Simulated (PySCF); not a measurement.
From computed data to an observable: oscillator strength and radiative lifetime

Ga(F)(vinyl)(OH) (C₂H₄FGaO), SMILES C=[CH][Ga]([OH])[F].

The structure is a stationary point at PBE-D3(BJ)/def2-SVP. The structure was generated by enumeration; whether it is a known compound was not checked. The values are those of a single conformer.

TDA-B3LYP/def2-SVPD run with PySCF 2.14.0 puts the first singlet state with f over 0.02 at 6.27 eV (vertical), with the transition dipole (-0.066, 0.528, 0.000) in atomic units.

Q: Find the oscillator strength, the wavelength and the radiative lifetime that this transition would have in vacuum if emission retraced absorption.

A: 
|μ|² = 0.2831 au, so |μ| = 1.35 D. ΔE = 6.27/27.211 = 0.2304 hartree. f = (2/3) ΔE |μ|² = 0.043 (the program prints 0.043).
λ = 1239.84/6.27 = 198 nm; ν = 50571 cm⁻¹.
Einstein's coefficient A = 0.6670 ν² f s⁻¹ (ν in cm⁻¹) = 7.4e7 s⁻¹, so τ = 1/A = 13 ns. This state is S3; the lower singlets have f = 0.004, 0.000. The figure is the radiative limit of this one transition; relaxation, internal conversion, crossing to triplets and a medium change what is measured.
